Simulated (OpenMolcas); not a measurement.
Te⁺.

* Program: OpenMolcas
* Basis: ANO-RCC-VTZP [7s6p4d2f1g]
* Scalar Hamiltonian: DKH2, point nucleus
* Active space: 3 electrons in 3 orbitals (5p)
* State averaging: 2S+1 = 4 odd, 1 root; 2S+1 = 2 odd, 8 roots
* Spin-orbit coupling: state interaction with AMFI integrals over the reference wave functions, term energies averaged over their components

Two sets of levels on these reference wave functions, in cm-1 above 5s2 5p3 4S* 3/2: one from CASSCF and one from SS-CASPT2, IPEA 0.25 Eh, imaginary shift 0.1 Eh (closed shells correlated: 4d 5s).

```json
{"Level": "5s2 5p3 4S* 3/2", "Set 1": "0.0", "Set 2": "0.0"}
{"Level": "5s2 5p3 2D* 3/2", "Set 1": "11330", "Set 2": "14480"}
{"Level": "5s2 5p3 2D* 5/2", "Set 1": "13120", "Set 2": "16170"}
{"Level": "5s2 5p3 2P* 1/2", "Set 1": "21990", "Set 2": "26350"}
{"Level": "5s2 5p3 2P* 3/2", "Set 1": "24660", "Set 2": "28750"}
```

**Question.** Which set is which?

**Answer.** Set 1 is SS-CASPT2. Its levels of the other terms of 5s2 5p3 lie at 0.78 to 0.86 of the other set's values, as expected, since terms of lower spin or lower L gain more correlation energy than the Hund ground term. Against 4 measured levels (NIST Handbook of Basic Atomic Spectroscopic Data) the mean absolute deviation is 970 cm-1 with it and 4600 cm-1 without; single levels miss by up to 1400 cm-1 with it.

CASPT2 breaks the degeneracy within a term, and the mean is taken; among the terms shown or strongly mixed into the levels shown the widest spread is 110 cm-1 (5s2 5p3 2D*, SS-CASPT2). With the s shell closed, the reference lacks s² → p² mixing. Measured partners are found by configuration, term and J. A level has none where our copy of the source lacks it or the pairing is in doubt (some pairs that miss far off the trend of their configuration count as doubtful), and it then counts in no deviation. Only configurations of the active space appear.

* marks odd parity.
